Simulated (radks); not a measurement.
Question: These are the eigenvalues of the occupied orbitals of an atom or ion with whole-number occupations (eV). Calculated with a radial shooting solver on a logarithmic mesh with Libxc functionals: Dirac Kohn-Sham, Slater X-alpha with alpha = 0.823, spin-unpolarised, spherical densities, finite nucleus; Fermi nuclear charge, rms radius of each element as measured or else 0.836 A^(1/3) + 0.57 fm.

| orbital | eigenvalue |
|---|---|
| 1s1/2 | -29107.22 |
| 2s1/2 | -4446.028 |
| 2p1/2 | -4163.285 |
| 2p3/2 | -3931.010 |
| 3s1/2 | -897.6420 |
| 3p1/2 | -781.6254 |
| 3p3/2 | -739.0026 |
| 3d3/2 | -532.4111 |
| 3d5/2 | -523.5509 |
| 4s1/2 | -180.1029 |
| 4p1/2 | -141.1044 |
| 4p3/2 | -133.2972 |
| 4d3/2 | -71.4068 |
| 4d5/2 | -70.2759 |

Which element is it, and in what charge state? The configuration may be excited. Open shells, if any, are shared by 2j + 1.

Answer: Z = 50, tin, charge +4: Sn4+ in [Kr] 4d10. The list shows which subshells hold electrons but not how many an open one holds; the 1s level, -1069.7 hartree, gives Z - s = 46.3 by -(Z - s)^2/2, which with screening and relativity narrows Z to a few neighbours, and the depths of the outer levels then fix element, charge and occupations together.
